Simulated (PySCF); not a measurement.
# Adding and removing an electron: MgTl

ROHF-CCSD(T); Mg def2-SVP, Tl def2-SVP with ECP60; scalar-relativistic core potentials (PySCF 2.14). Neutral (ROHF): doublet (π ↑), Re = 3.116 Å, ωe = 121 cm⁻¹, De = 0.26 eV.

MgTl⁺ (RHF): singlet (closed shell), Re = 3.407 Å, ωe = 114 cm⁻¹. The energies at the minima are -371.16293 hartree for MgTl and -370.98220 for MgTl⁺.

Problem. Work out the adiabatic ionisation energy, without and with harmonic zero-point energies (1 hartree = 27.2114 eV, 1 eV = 8065.5 cm⁻¹), and the change of the bond length.

Solution. At CCSD(T): 0.18073 hartree = 4.918 eV between the minima; the zero-point term (114.0 − 121.0)/2 cm⁻¹ = -0.000 eV makes it 4.917 eV. Re changes by +29.1 pm against the neutral. The electron leaves a π orbital, and the longer bond of the ion fits a bonding orbital, or a change in how ionic the bond is.

Correlated steps freeze 5 core orbitals. Weak bonds: MgTl. Basis-set superposition, not corrected here, can be much of De in a small basis, most of all at correlated wavefunction levels. Spin–orbit coupling is left out, which matters for elements this heavy, above all for dissociation energies. States were picked by a PBE0 search and need not be the measured ground states.
